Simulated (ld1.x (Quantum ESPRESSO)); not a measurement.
**Transferability test, ultrasoft potential for Co**

```json
{
  "Element": "cobalt (Co)",
  "Generator": "ld1.x (Quantum ESPRESSO) 7.5",
  "Type": "ultrasoft",
  "Functional": "PBE",
  "Relativity": "scalar-relativistic",
  "Frozen core": "[Ne]",
  "Valence charge": "17",
  "Reference configuration": "3s2 3p6 3d7 4s1.5 4p0 (charge +0.5)",
  "Partial waves": "3s (bound): rcut 1.05, rcutus 1.15 bohr; 4s (bound): rcut 1.05, rcutus 1.15 bohr; 3p (bound): rcut 1.10, rcutus 1.35 bohr; 4p (bound, empty): rcut 1.10, rcutus 1.35 bohr; 3d (bound): rcut 1.30, rcutus 1.75 bohr; 3d channel at 2 Ry: rcut 1.30, rcutus 1.75 bohr",
  "Local potential": "all-electron potential smoothed inside 1.25 bohr (lloc = -2)",
  "Core correction": "none",
  "Augmentation charge": "PSQ, inside the norm-conserving radii"
}
```

Energies are relative to the spin-unpolarised reference configuration 3s2 3p6 3d7 4s1.5 4p0; without spin polarisation the order of configurations can differ from experiment. The frozen-core shift is the all-electron ΔE with the core orbitals held at their reference shape minus the fully relaxed ΔE.

Give the all-electron excitation energy and the error of the potential for: 3s2 3p6 3d7 4s2 4p0; 3s2 3p6 3d7 4s1 4p0; 3s2 3p6 3d7 4s0 4p0; 3s2 3p6 3d5 4s0 4p0; 3s2 3p6 3d8 4s0 4p0; 3s2 3p6 3d7.5 4s1.5 4p0; 3s2 3p6 3d7 4s0 4p1.

```json
{"valence configuration": "3s2 3p6 3d7 4s2 4p0", "charge": "0", "ΔE all-electron (eV)": "-3.602", "error AE − PS (meV)": "+0.3", "frozen-core shift (meV)": "-0.4"}
{"valence configuration": "3s2 3p6 3d7 4s1 4p0", "charge": "+1", "ΔE all-electron (eV)": "5.428", "error AE − PS (meV)": "-0.6", "frozen-core shift (meV)": "+0.6"}
{"valence configuration": "3s2 3p6 3d7 4s0 4p0", "charge": "+2", "ΔE all-electron (eV)": "22.213", "error AE − PS (meV)": "-3.4", "frozen-core shift (meV)": "+2.1"}
{"valence configuration": "3s2 3p6 3d5 4s0 4p0", "charge": "+4", "ΔE all-electron (eV)": "113.435", "error AE − PS (meV)": "-3.1", "frozen-core shift (meV)": "-4.8"}
{"valence configuration": "3s2 3p6 3d8 4s0 4p0", "charge": "+1", "ΔE all-electron (eV)": "2.869", "error AE − PS (meV)": "+12", "frozen-core shift (meV)": "+4.2"}
{"valence configuration": "3s2 3p6 3d7.5 4s1.5 4p0", "charge": "0", "ΔE all-electron (eV)": "-4.563", "error AE − PS (meV)": "+1.6", "frozen-core shift (meV)": "+1.2"}
{"valence configuration": "3s2 3p6 3d7 4s0 4p1", "charge": "+1", "ΔE all-electron (eV)": "10.796", "error AE − PS (meV)": "-161", "frozen-core shift (meV)": "+1.1"}
```

Levels in the configuration 3s2 3p6 3d5 4s0 4p0:

```json
{"level": "3s", "all-electron (eV)": "-162.642", "pseudo (eV)": "-162.858"}
{"level": "3p", "all-electron (eV)": "-125.364", "pseudo (eV)": "-125.518"}
{"level": "3d", "all-electron (eV)": "-65.956", "pseudo (eV)": "-66.037"}
```

A variational frozen-core shift is positive and of second order in the change. This column holds negative values, so the frozen-core run of ld1.x carries numerical noise or an error of first order here, and the column gives no more than the rough size of the effect.
